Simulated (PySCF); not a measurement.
Isomers of C7H8O2, one GFN2-xTB conformer each. Single-point energies are computed at PBE0/pcSseg-1 (PySCF, gas phase, no added dispersion term), electronic only.

```
             SMILES  GFN2-xTB relative energy (kcal/mol)
   CC#C/C=C(\C=O)OC                                 33.2
    C#CC(=O)OC1CCC1                                 15.6
C#C[C@H]1CCC(=O)OC1                                  0.0
```

Conformers: `[CH3:1][C:2]#[C:3]/[CH:4]=[C:5](\[CH:6]=[O:7])[O:8][CH3:9]` with C4–C5–C6–O7 180°, C4–C5–O8–C9 180°; `[CH:1]#[C:2][C:3](=[O:4])[O:5][CH:6]1[CH2:7][CH2:8][CH2:9]1` with C2–C3–O5–C6 180°, C3–O5–C6–C7 126°, O5–C6–C7–C8 129°, C6–C7–C8–C9 -12°, C7–C8–C9–C6 12°, O5–C6–C9–C8 -129°; `[CH:1]#[C:2][C@H:3]1[CH2:4][CH2:5][C:6](=[O:7])[O:8][CH2:9]1` with C2–C3–C4–C5 -178°, C3–C4–C5–C6 -45°, C4–C5–C6–O7 -165°, C5–C6–O8–C9 -9°.

**Question.** What does PBE0/pcSseg-1 give for the same structures?

**Answer.** 
| SMILES | PBE0/pcSseg-1 E (Eh) | PBE0/pcSseg-1 (kcal/mol) | GFN2-xTB (kcal/mol) | point group |
| --- | --- | --- | --- | --- |
| C#C[C@H]1CCC(=O)OC1 | -421.41443 | 0.0 | 0.0 | C1 |
| C#CC(=O)OC1CCC1 | -421.37996 | 21.6 | 15.6 | near Cs |
| CC#C/C=C(\C=O)OC | -421.36663 | 30.0 | 33.2 | – |

Both levels put the same isomer lowest; measured from each level's own lowest isomer, the values differ by up to 6.0 kcal/mol (C#CC(=O)OC1CCC1: 15.6 against 21.6). As drawn, the lowest has a C(=O)–O unit, which the highest lacks; the highest has a C=C bond outside aromatic rings, which the lowest lacks.

**Question.** Which frontier levels, dipoles and rotational constants go with these structures?

**Answer.** 
```json
{"SMILES": "C#C[C@H]1CCC(=O)OC1", "HOMO (eV, PBE0/pcSseg-1)": "-7.77", "LUMO (eV)": "0.08", "dipole (D)": "4.37", "A, B, C (MHz)": "4644, 1009, 860.0"}
{"SMILES": "C#CC(=O)OC1CCC1", "HOMO (eV, PBE0/pcSseg-1)": "-8.27", "LUMO (eV)": "-1.27", "dipole (D)": "2.18", "A, B, C (MHz)": "4414, 838.7, 792.5"}
{"SMILES": "CC#C/C=C(\\C=O)OC", "HOMO (eV, PBE0/pcSseg-1)": "-6.39", "LUMO (eV)": "-2.13", "dipole (D)": "1.98", "A, B, C (MHz)": "3999, 747.6, 634.9"}
```
